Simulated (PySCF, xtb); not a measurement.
Ga(OH)2(PH2) (GaH₄O₂P), SMILES [PH2][Ga]([OH])[OH]. Other conformers were not sampled.

Harmonic wavenumbers (cm⁻¹) from xtb with GFN2-xTB at its own minimum, in rising order: 69, 74, 116, 139, 265, 318, 344, 362, 443, 542, 554, 661, 669, 1097, 2174, 2225, 3654, 3660.

### Question
What does ωB97X-D3(BJ)/def2-SVP (PySCF) give at its own minimum? (Estimate from the structure and the level; the computed values follow.)

### Answer
94, 117, 162, 193, 246, 344, 382, 616, 673, 697, 730, 733, 800, 1111, 2452, 2464, 3924, 3927. Paired by order, the mean absolute difference is 130 cm⁻¹ and the zero-point energies are 24.8 and 28.1 kcal/mol.
